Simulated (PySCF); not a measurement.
Spin-Hamiltonian simulation

Molecule: SMILES C#CC1C(=O)C=CC1=O, C7H4O2.

Molfile (atoms numbered from 1):
```
C7H4O2
     RDKit          3D

 13 13  0  0  0  0  0  0  0  0999 V2000
    2.8915   -0.0544   -0.5836 C   0  0  0  0  0  0  0  0  0  0  0  0
    1.7187    0.2246   -0.4888 C   0  0  0  0  0  0  0  0  0  0  0  0
    0.3126    0.5449   -0.3592 C   0  0  0  0  0  0  0  0  0  0  0  0
   -0.6532   -0.4642   -1.0066 C   0  0  0  0  0  0  0  0  0  0  0  0
   -0.5694   -0.9324   -2.1076 O   0  0  0  0  0  0  0  0  0  0  0  0
   -1.7252   -0.7410   -0.0132 C   0  0  0  0  0  0  0  0  0  0  0  0
   -1.4754   -0.1216    1.1522 C   0  0  0  0  0  0  0  0  0  0  0  0
   -0.2006    0.6416    1.0889 C   0  0  0  0  0  0  0  0  0  0  0  0
    0.3230    1.2239    1.9972 O   0  0  0  0  0  0  0  0  0  0  0  0
    3.9334   -0.3028   -0.6658 H   0  0  0  0  0  0  0  0  0  0  0  0
    0.1101    1.5246   -0.8343 H   0  0  0  0  0  0  0  0  0  0  0  0
   -2.5765   -1.3794   -0.2565 H   0  0  0  0  0  0  0  0  0  0  0  0
   -2.0796   -0.1475    2.0609 H   0  0  0  0  0  0  0  0  0  0  0  0
  1  2  3  0
  2  3  1  0
  3  4  1  0
  4  5  2  0
  4  6  1  0
  6  7  2  0
  7  8  1  0
  8  9  2  0
  8  3  1  0
  1 10  1  0
  3 11  1  0
  6 12  1  0
  7 13  1  0
M  END
```

PySCF calculation with NMR shieldings at KT3/pcSseg-1/GIAO, couplings computed with B3LYP/pcJ-1 (without the spin–dipole term) and PBE0-D3(BJ)/def2-SVP geometry; no solvent model, averaged over atoms made equivalent by symmetry, fast rotation or ring inversion, relativity neglected, single conformer.

Referencing at the same level of theory: TMS for $^{1}$H.

Shifts (ppm): H10 2.08, H11 3.40, H12/H13 6.80.
Couplings (Hz): H10–H11: -4.5; H10–H12, H10–H13: -0.3; H11–H12, H11–H13: -0.6; H12–H13: 7.0.

The 4-spin Hamiltonian (Zeeman plus full scalar coupling among like nuclei) was diagonalised exactly; lines are Lorentzian, 0.4 Hz wide, and the maxima above 3 % are listed with the tallest set to 100.

Q: Give the $^{1}$H peak list of this spin system at 300 MHz.

A: 
| Hz | ppm | height |
| --- | --- | --- |
| 2040.2 | 6.801 | 100 |
| 2039.9 | 6.800 | 99 |
| 1022.9 | 3.409 | 18 |
| 1022.2 | 3.408 | 31 |
| 1021.7 | 3.406 | 18 |
| 1018.4 | 3.395 | 18 |
| 1017.8 | 3.393 | 32 |
| 1017.2 | 3.391 | 18 |
| 626.2 | 2.087 | 38 |
| 621.8 | 2.072 | 37 |

Q: And at 400 MHz?

A: 
| Hz | ppm | height |
| --- | --- | --- |
| 2720.2 | 6.800 | 100 |
| 2719.9 | 6.800 | 99 |
| 1362.9 | 3.407 | 18 |
| 1362.2 | 3.406 | 32 |
| 1361.7 | 3.404 | 18 |
| 1358.4 | 3.396 | 18 |
| 1357.8 | 3.394 | 32 |
| 1357.2 | 3.393 | 18 |
| 834.2 | 2.086 | 38 |
| 829.8 | 2.074 | 38 |

Q: Among coupled protons with different shifts, which pair is furthest from first order, and how does the field change that?

A: H10 and H11: Δν/J is about 88.0 at 300 MHz (close to first order) and 117.3 at 400 MHz (close to first order). J in Hz doesn't depend on the field, while Δν in Hz grows in proportion to it.
